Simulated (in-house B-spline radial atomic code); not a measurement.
Configurations of Si³⁺, with energies counted from [Ne] 3s1. Method: scalar-relativistic (X2C) LC-wPBE, spin-polarised, spherical fractional occupations, exact exchange averaged over the configuration, Fermi nucleus of rms radius 3.1224 fm. Calculated with a radial B-spline atomic code at the basis-set limit. Shells without spins written out take the highest spin.

Occupations are held fixed; configurations that lie above the ionisation limit could autoionise.

| configuration | E - E(ref) (eV) | highest orbital | its <r> (bohr) |
| --- | --- | --- | --- |
| [Ne] 4s1 | 23.91 | 4s up | 3.834 |
| [Ne] 4f1 | 31.69 | 4f up | 4.443 |
| [He] 2s2 2p5 3s1 4s1 | 126.52 | 4s up | 3.656 |
| [He] 2s2 2p5 3s1 4f1 | 135.39 | 4f up | 4.303 |
| [He] 2s1 2p6 3s1 4f1 | 178.36 | 4f up | 4.302 |

Problem. Order these further configurations by energy, lowest first.
A. [He] 2s2 2p5 3s2
B. [He] 2s1 2p6 3s1 4d1
C. [He] 2s1 2p6 3s1 3p1
D. [He] 2s1 2p6 3s2
E. [He] 2s2 2p5 3s1 3d1

Solution. A (100.24 eV), E (120.32 eV), D (143.29 eV), C (150.15 eV), B (176.7 eV).

Problem. How far above the reference does [He] 2s1 2p6 3s1 3d1 lie?

Solution. 163.26 eV; its least bound orbital is 3d up with <r> = 2.092 bohr.
